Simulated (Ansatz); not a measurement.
Reaction (hydrogenolysis of the Sn–C bond): `[CH3][SnH]([NH2])[OH]` + H₂ → `[NH2][SnH2][OH]` + CH₄

Program: Ansatz. Geometries: PBE0-D4/def2-TZVP. ΔE: electronic, gas phase. CBS: MP2 limit from def2 TZ/QZ plus the TZ coupled-cluster correction, frozen cores. This one scheme is used for every species. DFT in def2-TZVPP. B3LYP here is the variant with VWN-RPA as its local correlation; programs differ in this. def2 core potentials past Kr. For Sn outer-core shells are correlated without core-valence functions, which leaves a few kJ/mol of doubt a bond. Each species was taken in one conformer, which may not be the lowest.

(1) Is it downhill or uphill in electronic energy at CCSD(T)/CBS, and by how much? (Estimate.)

(2) What do these levels give: PBE-D4, r2SCAN-D4, PBE0-D4, B3LYP-D4, ωB97X-V, ωB97M-V, PBE, r2SCAN, MP2/def2-TZVPP, CCSD/def2-TZVPP, SCS-MP2/def2-QZVPP, MP2/CBS(def2)? (Best estimate.)

Largest T1 diagnostic among the species: 0.013.

Answers

(1) Ansatz gave: Downhill: ΔE = -0.23 eV.

(2) Computed: PBE-D4 -0.29, r2SCAN-D4 -0.31, PBE0-D4 -0.32, B3LYP-D4 -0.33, ωB97X-V -0.33, ωB97M-V -0.31, PBE -0.34, r2SCAN -0.32, MP2/def2-TZVPP -0.20, CCSD/def2-TZVPP -0.33, SCS-MP2/def2-QZVPP -0.25, MP2/CBS(def2) -0.16 eV.

From PBE to PBE0 (25 % exact exchange), in def2-TZVPP and without D4, ΔE moves by −0.03 eV. The D4 term adds +0.08 eV with B3LYP and +0.05 eV with PBE0; it sums over pairs of atoms, weighted by their polarisabilities, and B3LYP, whose exchange is more repulsive, gets the larger term.
